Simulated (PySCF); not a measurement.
methoxysilylmethanol (C2H8O2Si), SMILES CO[SiH2]CO. The structure is a stationary point at PBE0-D3(BJ)/def2-SVP. Other conformers were not sampled.

Computed equilibrium geometry at PBE0-D3(BJ)/def2-SVP (PySCF confirms it by a frequency run) as a Z-matrix (one conformer of several):
```
Si
O 1 1.6648
C 2 1.3987 1 125.09
H 3 1.1008 2 108.89 1 176.82
H 3 1.1060 4 107.84 2 -121.80
H 3 1.1061 4 107.86 5 -116.29
H 1 1.4966 2 110.76 3 -54.98
H 1 1.5024 7 107.72 2 -121.47
C 1 1.8865 7 111.03 8 -118.19
H 9 1.1019 1 109.66 7 -53.21
H 9 1.1081 10 105.80 1 120.11
O 9 1.4159 10 107.17 11 120.75
H 12 0.9630 9 108.05 10 -173.70
```
Charge 0, spin multiplicity 1.
